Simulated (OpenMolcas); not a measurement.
# Bi: thermal populations, worked from levels

```yaml
Program: OpenMolcas
Basis: ANO-RCC-VTZP [8s7p5d3f2g]
Scalar_Hamiltonian: DKH2, point nucleus
Active_space: 5 electrons in 9 orbitals (RAS2 6s 6p; RAS3 6d, at most 2 electrons)
State_averaging: 2S+1 = 4 odd, 1 root; 2S+1 = 2 odd, 8 roots
Spin-orbit_coupling: state interaction with AMFI integrals over the reference wave functions, term energies averaged over their components
```

Methods: RASSCF; SS-RASPT2, IPEA 0.25 Eh, imaginary shift 0.1 Eh (closed shells correlated: 5d). Measured levels: NIST Handbook of Basic Atomic Spectroscopic Data.

**Thermal populations.** Z = Σ (2J + 1) exp(-E/kT) with k = 0.695035 cm-1/K, over the levels below. No other level of either list lies under 30100 cm-1, which is above 7 kT at each temperature.

```tsv
Level	2J + 1	SS-RASPT2	measured
6s² 6p³ ⁴S°_3/2 [69 %]	4	0.0	0.0
6s² 6p³ ²D°_3/2 [66 %]	4	10670	11419
6s² 6p³ ²D°_5/2	6	14580	15438
6s² 6p³ ²P°_1/2	2	21550	21661
```

| T (K) | Z, SS-RASPT2 | Z, measured levels | Ground level (%), SS-RASPT2 | Ground level (%), measured levels |
| --- | --- | --- | --- | --- |
| 5000 | 4.280 | 4.224 | 93.5 | 94.7 |

At 5000 K, kT = 3475 cm-1, and the computed levels give Z = 4.000 + 0.186 + 0.090 + 0.004 = 4.280.

CASPT2 breaks the degeneracy within a term, and the mean is taken; among the terms shown or strongly mixed into the levels shown the widest spread is 17 cm-1 (6s² 6p³ ²D°, SS-RASPT2). Active for correlation alone: 6d; no level in the range computed is led by a configuration that fills it, so any true level of that kind is missing. Spin-orbit splittings of 6p shells tend to come out small when the coupling is added on scalar orbitals. Measured partners are found by configuration, term and J. A level has none where our copy of the source lacks it or the pairing is in doubt (some pairs that miss far off the trend of their configuration count as doubtful), and it then counts in no deviation. Levels of configurations outside the active space are missing.

A share in square brackets marks a mixed level and gives the weight of the term that names it, the lowest over the columns. ° marks odd parity.
